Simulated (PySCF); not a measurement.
Species: C6H9NSi.
Numbering: `[CH:1]#[C:2]/[C:3](=[N:4]\[SiH3:5])[CH:6]1[CH2:7][CH2:8]1` (hydrogens: H9 on C1; H10, H11, H12 on Si5; H13 on C6; H14, H15 on C7; H16, H17 on C8)

A GFN2-xTB structure was refined with PBE0-D3(BJ)/def2-SVP geometry optimisation, gas phase in PySCF 2.14.0. Its GFN2-xTB values:

| coordinate | GFN2-xTB |
| --- | --- |
| C1≡C2 | 1.194 Å |
| C1–H9 | 1.080 Å |
| C2–C3 | 1.433 Å |
| C3=N4 | 1.298 Å |
| C3–C6 | 1.457 Å |
| N4–Si5 | 1.675 Å |
| Si5–H10 | 1.483 Å |
| C6–C7 | 1.503 Å |
| C6–H13 | 1.085 Å |
| C7–C8 | 1.495 Å |
| C7–H14 | 1.094 Å |
| C7–H15 | 1.071 Å |
| C1–C2–C3 | 176.2° |
| C2–C3–N4 | 121.3° |
| C2–C3–C6 | 116.8° |
| C3–N4–Si5 | 137.7° |
| C3–C6–C7 | 119.8° |
| N4–C3–C6 | 121.9° |
| C6–C7–C8 | 59.9° |
| C7–C6–C8 | 59.8° |
| C2–C3–N4–Si5 | -1° |
| C2–C3–C6–C7 | -34° |
| C3–C6–C7–C8 | 109° |

Q: How do these coordinates change at the PBE0-D3(BJ)/def2-SVP level?

A: 
| coordinate | PBE0-D3(BJ)/def2-SVP (Å or °) | change |
| --- | --- | --- |
| N4–Si5 | 1.745 | +0.070 |
| C3–C6 | 1.484 | +0.027 |
| C3=N4 | 1.275 | -0.023 |
| C7–H15 | 1.093 | +0.022 |
| C1≡C2 | 1.213 | +0.019 |
| C2–C3 | 1.452 | +0.019 |
| Si5–H10 | 1.499 | +0.016 |
| C7–C8 | 1.486 | -0.009 |
| C6–C7 | 1.512 | +0.009 |
| C6–H13 | 1.092 | +0.007 |
| C1–H9 | 1.075 | -0.005 |
| C7–H14 | 1.093 | -0.001 |
| C3–N4–Si5 | 131.1 | -6.6 |
| C1–C2–C3 | 179.4 | +3.2 |
| C2–C3–N4 | 123.2 | +1.9 |
| N4–C3–C6 | 120.3 | -1.6 |
| C7–C6–C8 | 58.9 | -0.9 |
| C3–C6–C7 | 120.7 | +0.9 |
| C6–C7–C8 | 60.5 | +0.6 |
| C2–C3–C6 | 116.4 | -0.4 |
| C2–C3–C6–C7 | -36 | -2 |
| C2–C3–N4–Si5 | 0 | +1 |
| C3–C6–C7–C8 | 110 | +1 |

The energy falls by 22.6 kJ/mol over 13 energy and gradient evaluations, the largest force component goes from 0.0644 to 2.3e-04 Eh/bohr, and the atoms move by 0.084 Å rms after alignment. The bond that changes most is N4–Si5 (C=N nitrogen to SiH3 silicon), which lengthens by 0.070 Å. Bonds longer at the end by more than 0.005 Å: 13 of 17; shorter: 2. Rotational constants go from 3126, 1056, 850.1 to 3092, 1044, 839.4 MHz.

The run used 161 basis functions and 89 SCF cycles in all. Hardware: Arm Neoverse V1, one thread, shared host. Cost: 2.5 min, 0.66 GiB resident at most.

Stationary, but not proved a minimum. One conformer, not necessarily the lowest.

Conformer computed: `[CH:1]#[C:2]/[C:3](=[N:4]\[SiH3:5])[CH:6]1[CH2:7][CH2:8]1`: C2–C3–C6–C7 -36°.
